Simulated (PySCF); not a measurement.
# What a mistake does to a calculation on Cl2GeH2Si

These are calculations, not measurements. The program is PySCF 2.14.0, an open-source quantum chemistry code, run on an isolated molecule that a program drew, which may never have been made. The molecule is Cl2GeH2Si (charge 0, singlet), drawn as the SMILES string `[SiH][GeH]([Cl])[Cl]`.

Each row is a Hartree-Fock (HF) and frozen-core CCSD(T) single point in the cc-pV(D+d)Z basis, meant for a local HF minimum. Run 1 is clean. Each other run has one planted mistake out of seven kinds, and not every kind appears here: one electron removed, one electron added, multiplicity raised by two, geometry at a saddle point, minimal basis STO-3G, one bond length entered in bohr, all coordinates scaled. The reference is restricted for singlets and unrestricted otherwise, and also for a bond in bohr. Adding or removing an electron swaps singlet and doublet. Electrons count all cores. HOMO and LUMO are orbital energies over both spins, the gradient is its largest component, and the lowest frequency (negative if imaginary) is given only where the gradient is small. Bond lengths are over the 5 bonds as drawn. T1 is the CCSD diagnostic: over 0.02 (restricted) or 0.045 (unrestricted) a single reference is doubtful. Germanium has the cc-pVDZ-PP basis, with a core potential (ECP10MDF) in place of its 10 inner electrons, and its 3s, 3p and 3d shells are frozen in CCSD(T).

Geometry of the clean run:
```xyz
6
Cl2GeH2Si, angstrom
Si    0.2589    0.7437   -3.2615
Ge   -0.4432    2.4011   -1.6042
Cl    1.4742    3.4528   -1.4079
Cl   -1.8759    3.8391   -2.3861
H     0.8084   -0.1273   -2.1524
H    -0.9128    2.1138   -0.1839
```

```
run,electrons,basis functions,<S^2>,HOMO (eV),LUMO (eV),gradient (hartree/bohr),lowest frequency (cm^-1),mean bond (Å),longest bond (Å),T1,HF (hartree),CCSD(T) (hartree),mistake
1,82,102,0.000,-9.58,-0.64,1.8e-05,58,1.9709,2.447,0.0125,-1502.52051,-1503.03137,no fault
2,82,102,0.000,-9.80,-0.96,3.0e-02,-,2.0931,2.598,0.0139,-1502.50317,-1503.01782,all coordinates scaled
3,81,102,0.780,-16.27,-7.66,6.5e-02,-,1.9709,2.447,0.0282,-1502.20452,-1502.69544,one electron removed
4,82,102,2.009,-9.06,-1.07,3.9e-02,-,1.9709,2.447,0.0187,-1502.49619,-1502.98777,?
```

**Which mistake was planted in run 4, and what did it cost?**

Electrons, basis and geometry are unchanged, and <S^2> is 2.009, beside S(S+1) = 2.00 for a multiplicity of 3. So the mistake is: multiplicity raised by two. Subtracting run 1 and multiplying by 627.51 kcal/mol a hartree, the energy moved by 15.3 kcal/mol in HF and 27.4 kcal/mol in CCSD(T).

